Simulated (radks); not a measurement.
Values are calculated unless marked as measured or tabulated.
Se+, configuration [Ar] 3d10 4s2 4p3. Level of theory: scalar-relativistic Kohn-Sham, BLYP, spin-polarised, spherical densities, finite nucleus; open shells are filled with parallel spins first; Fermi nuclear charge, rms radius 4.14 fm (a radial shooting solver on a logarithmic mesh with Libxc functionals).

Normalised radial functions P(r) = r R(r), r in bohr:

```
   r/bohr * 3p down (the largest magnitude, 1.41, reaches the edge; | marks zero)
 0.003783                             *
 0.004966                             *
 0.006518                             *
 0.008555                             |*
  0.01123                             |*
  0.01462                             |*
  0.01919                             | *
  0.02519                             |   *
  0.03307                             |    *
   0.0434                             |       *
  0.05652                             |         *
  0.07418                             |            *
  0.09737                             |             *
   0.1278                             |            *
   0.1678                             |       *
   0.2184                            *|
   0.2867                *            |
   0.3764      *                      |
    0.494  *                          |
   0.6484     *                       |
   0.8511             *               |
    1.108                     *       |
    1.455                          *  |
    1.909                            *|
    2.506                             *
     3.29                             *
    4.284                             *
    5.623                             *
     7.38                             *
```

3p down: eigenvalue -162.77 eV, 1 radial node at r = 0.214 bohr, <r> = 0.589 bohr, 90 % of the charge inside 0.902 bohr.
